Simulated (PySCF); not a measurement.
Two-component Hartree-Fock for Pb (lead, neutral)

Start: [Xe] 4f14 5d10 6s2 6p2; 6p1/2 filled at m_j = -1/2, +1/2. Calculated with PySCF 2.14 in x2c-TZVPPall-2c with one added diffuse shell each of s, p, d, f type (12s12p10d4f, 126 functions): generalised Hartree-Fock with the X2C-1e Hamiltonian and a Gaussian nucleus; spin-orbit coupling (SO) screened by Boettger's factors.

| spinor shell | electrons | ε, screened SO (eV) | weight of nominal j (screened SO) | rms radius, screened SO (bohr) |
| --- | --- | --- | --- | --- |
| 1s1/2 | 2 | -88469.9 | 1.000 | 0.0181 |
| 2s1/2 | 2 | -15977.7 | 1.000 | 0.0730 |
| 2p1/2 | 2 | -15319.9 | 1.000 | 0.0617 |
| 2p3/2 | 4 | -13125.4 | 1.000 | 0.0700 |
| 3s1/2 | 2 | -3907.0 | 1.000 | 0.186 |
| 3p1/2 | 2 | -3611.0 | 1.000 | 0.178 |
| 3p3/2 | 4 | -3114.5 | 1.000 | 0.195 |
| 3d3/2 | 4 | -2633.4 | 1.000 | 0.170 |
| 3d5/2 | 6 | -2528.2 | 1.000 | 0.175 |
| 4s1/2 | 2 | -923.02 | 1.000 | 0.408 |
| 4p1/2 | 2 | -793.83 | 1.000 | 0.412 |
| 4p3/2 | 4 | -670.53 | 1.000 | 0.446 |
| 4d3/2 | 4 | -459.83 | 1.000 | 0.455 |
| 4d5/2 | 6 | -436.17 | 1.000 | 0.466 |
| 5s1/2 | 2 | -166.12 | 1.000 | 0.916 |
| 4f5/2 | 6 | -160.62 | 1.000 | 0.493 |
| 4f7/2 | 8 | -155.63 | 1.000 | 0.495 |
| 5p1/2 | 2 | -119.91 | 1.000 | 0.984 |
| 5p3/2 | 4 | -96.722 | 1.000 | 1.08 |
| 5d3/2 | 4 | -30.289 | 1.000 | 1.37 |
| 5d5/2 | 6 | -27.221 | 1.000 | 1.41 |
| 6s1/2 | 2 | -14.910 | 1.000 | 2.57 |
| 6p1/2 | 2 | -6.921 | 1.000 | 3.38 |

```tsv
quantity	screened SO
E (hartree)	-20903.51933
M_J	0
⟨J²⟩	0.000
⟨L²⟩	1.515
⟨S²⟩	1.515
```

Breit and QED terms are absent; they matter most for the inner s and p1/2 levels.

Densities and radii are taken from the X2C orbitals without a picture-change correction, which distorts them close to the nucleus.
